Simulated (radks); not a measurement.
Os27+, 49 electrons, occupied as [Kr] 4d10 4f3.

Calculated with a radial shooting solver on a logarithmic mesh with Libxc functionals: scalar-relativistic Kohn-Sham, PBE, spin-polarised, spherical densities, finite nucleus; open shells are filled with parallel spins first (spin-orbit coupling, left out, can overturn this in heavy ions); Fermi nuclear charge, rms radius 5.4126 fm.

Energy parts (eV):
part                       energy
total                  -460259.73
kinetic                 510936.83
electron-nucleus      -1095025.66
Hartree                 132061.30
exchange-correlation     -8232.20

Orbitals (lengths in bohr, moments of r in powers of bohr; <r^-3> diverges for s and p1/2):
1s up: occ. 1; eigenvalue (eV) -74742.26; <r^4> 5.124e-07
1s down: occ. 1; eigenvalue (eV) -74742.27; <r^4> 5.124e-07
2s up: occ. 1; eigenvalue (eV) -13762.14; <r^4> 0.00007636
2s down: occ. 1; eigenvalue (eV) -13762.03; <r^4> 0.00007635
2p up: occ. 3; eigenvalue (eV) -12101.99; <r^4> 0.00006073; <r^-3> 21880
2p down: occ. 3; eigenvalue (eV) -12101.91; <r^4> 0.00006072; <r^-3> 21880
3s up: occ. 1; eigenvalue (eV) -3897.819; <r^4> 0.002749
3s down: occ. 1; eigenvalue (eV) -3894.379; <r^4> 0.002742
3p up: occ. 3; eigenvalue (eV) -3409.731; <r^4> 0.002966; <r^-3> 4958
3p down: occ. 3; eigenvalue (eV) -3406.264; <r^4> 0.002958; <r^-3> 4967
3d up: occ. 5; eigenvalue (eV) -2865.119; <r^4> 0.002273; <r^-3> 627.7
3d down: occ. 5; eigenvalue (eV) -2862.487; <r^4> 0.002264; <r^-3> 628.9
4s up: occ. 1; eigenvalue (eV) -1469.258; <r^4> 0.05167
4s down: occ. 1; eigenvalue (eV) -1463.992; <r^4> 0.05184
4p up: occ. 3; eigenvalue (eV) -1299.427; <r^4> 0.06333; <r^-3> 1352
4p down: occ. 3; eigenvalue (eV) -1294.408; <r^4> 0.06360; <r^-3> 1346
4d up: occ. 5; eigenvalue (eV) -1092.550; <r^4> 0.07367; <r^-3> 159.5
4d down: occ. 5; eigenvalue (eV) -1087.578; <r^4> 0.07414; <r^-3> 158.7
4f up: occ. 3; eigenvalue (eV) -870.3793; <r^4> 0.07200; <r^-3> 35.70
4f down: occ. 0; eigenvalue (eV) -864.8090; <r^4> 0.07292; <r^-3> 35.58

The highest occupied level is 4f up at -870.38 eV. The spin density at the nucleus is -18.06 e/bohr^3 (1s 0.07, 2s -3.26, 3s -36.94, 4s 22.07). The electron density at the nucleus is 1.788e+06 e/bohr^3 (large components only). Spin moment in Bohr magnetons: 3. Summed over all electrons, <r^2> = 5.254 bohr^2, which gives a Langevin (diamagnetic) susceptibility term of -4.16 x 10^-6 cm^3/mol. The density falls to 0.001 e/bohr^3 at r = 1.26 bohr.
